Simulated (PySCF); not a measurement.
Molecule: `InChI=1S/C5HF3/c1-2-3-4-5(6,7)8/h1H`.

Geometry:
| atom | x (Å) | y (Å) | z (Å) |
| --- | --- | --- | --- |
| C1 | 3.192 | -0.102 | -0.450 |
| C2 | 1.991 | -0.059 | -0.267 |
| C3 | 0.638 | -0.016 | -0.060 |
| C4 | -0.562 | 0.017 | 0.125 |
| C5 | -2.011 | 0.060 | 0.357 |
| F6 | -2.302 | 0.826 | 1.406 |
| F7 | -2.493 | -1.159 | 0.594 |
| F8 | -2.649 | 0.555 | -0.702 |
| H9 | 4.255 | -0.138 | -0.610 |

Geometry PBE0-D3(BJ)/def2-SVP throughout; GIAO in PySCF, gas phase, one conformer, non-relativistic; equivalent atoms averaged; basis pcSseg-1.

Task: How do the absolute shieldings σ depend on the functional? (ppm; last column core-seconds on 1 thread of an Arm Neoverse V1, shared host; the GGAs took longer than the global hybrids here, which isn't the general rule, and the cause wasn't traced)

Result: 
```csv
functional,kind,C5,C1,C3,C2,C4,F6/F7/F8,H9,core-s
LDA,LDA,53.3,98.5,102.1,105.5,113.2,214.1,28.95,12
PBE,GGA,56.5,105.0,107.3,110.6,117.3,219.6,29.29,14
BLYP,GGA,50.6,103.1,104.6,107.6,114.2,219.1,29.50,15
KT3,GGA,65.7,116.3,117.5,121.2,127.2,226.2,29.22,15
mPW1PW91,global hybrid,64.7,104.7,107.5,113.9,119.7,239.3,29.17,9.7
BHandHLYP,global hybrid,69.6,103.8,106.5,115.3,120.7,253.7,29.12,9.7
CAM-B3LYP,range-separated hybrid,61.5,102.2,104.6,111.7,117.5,240.7,29.17,14
LC-wPBE,range-separated hybrid,67.3,103.2,106.6,114.7,119.9,247.8,29.08,18
```

Task: Which nucleus moves most, in ppm?

Result: F6/F7/F8 (fluorine of a CF3 group): from 214.1 ppm with LDA to 253.7 ppm with BHandHLYP. The smallest spread is 0.55 ppm, at H9. Proton shifts span only some 12 ppm, so a few tenths of a ppm matter as much there as several ppm in carbon.
